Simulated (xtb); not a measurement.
xtb input (GFN2-xTB):

```bash
xtb mol.xyz --gfn 2 --sp --chrg 0 --uhf 0
```
mol.xyz:
```
2

Ag    -0.00000000    -0.00000000    -0.03373082
H      0.00000000     0.00000000     1.58534856
```

End of the output:

```
         :::::::::::::::::::::::::::::::::::::::::::::::::::::
         ::                     SUMMARY                     ::
         :::::::::::::::::::::::::::::::::::::::::::::::::::::
         :: total energy              -4.409267322514 Eh    ::
         :: gradient norm              0.014571535326 Eh/a0 ::
         :: HOMO-LUMO gap              4.618242438293 eV    ::
         ::.................................................::
         :: SCC energy                -4.412594758688 Eh    ::
         :: -> isotropic ES            0.001159038733 Eh    ::
         :: -> anisotropic ES          0.004730651489 Eh    ::
         :: -> anisotropic XC         -0.028057807207 Eh    ::
         :: -> dispersion             -0.000320435373 Eh    ::
         :: repulsion energy           0.003327436174 Eh    ::
         :: add. restraining           0.000000000000 Eh    ::
         :: total charge              -0.000000000000 e     ::
         :::::::::::::::::::::::::::::::::::::::::::::::::::::

           -------------------------------------------------
          |                Property Printout                |
           -------------------------------------------------

    * Orbital Energies and Occupations

         #    Occupation            Energy/Eh            Energy/eV
      -------------------------------------------------------------
         1        2.0000           -0.4463469             -12.1457
         2        2.0000           -0.3690142             -10.0414
         3        2.0000           -0.3690142             -10.0414
         4        2.0000           -0.3673303              -9.9956
         5        2.0000           -0.3673303              -9.9956
         6        2.0000           -0.3616351              -9.8406 (HOMO)
         7                         -0.1919178              -5.2223 (LUMO)
         8                         -0.1185793              -3.2267
         9                         -0.1185793              -3.2267
        10                          0.3139037               8.5418
      -------------------------------------------------------------
                  HL-Gap            0.1697173 Eh            4.6182 eV
             Fermi-level           -0.2767765 Eh           -7.5315 eV

     #   Z          covCN         q      C6AA      α(0)
     1  47 Ag       0.911     0.077   258.402    33.322
     2   1 H        0.911    -0.077     4.834     3.439

 Mol. C6AA /au·bohr⁶  :        332.415874
 Mol. C8AA /au·bohr⁸  :      25289.194548
 Mol. α(0) /au        :         36.761633

Wiberg/Mayer (AO) data.
largest (>0.10) Wiberg bond orders for each atom

 ---------------------------------------------------------------------------
     #   Z sym  total        # sym  WBO       # sym  WBO       # sym  WBO
Note: The following floating-point exceptions are signalling: IEEE_DENORMAL
normal termination of xtb
 ---------------------------------------------------------------------------
     1  47 Ag   0.994 --     2 H    0.994
     2   1 H    0.994 --     1 Ag   0.994
 ---------------------------------------------------------------------------

Topologies differ in total number of bonds
Writing topology from bond orders to xtbtopo.mol

molecular dipole:
                 x           y           z       tot (Debye)
 q only:        0.000       0.000      -0.237
   full:       -0.000      -0.000      -1.946       4.946
molecular quadrupole (traceless):
                xx          xy          yy          xz          yz          zz
 q only:        0.347       0.000       0.347       0.000       0.000      -0.694
  q+dip:       -0.185       0.000      -0.185      -0.000       0.000       0.370
   full:        1.004      -0.000       1.004      -0.000      -0.000      -2.008

           -------------------------------------------------
          | TOTAL ENERGY               -4.409267322514 Eh   |
          | GRADIENT NORM               0.014571535326 Eh/α |
          | HOMO-LUMO GAP               4.618242438293 eV   |
           -------------------------------------------------

------------------------------------------------------------------------
------------------------------------------------------------------------
 total:
 SCF:
```
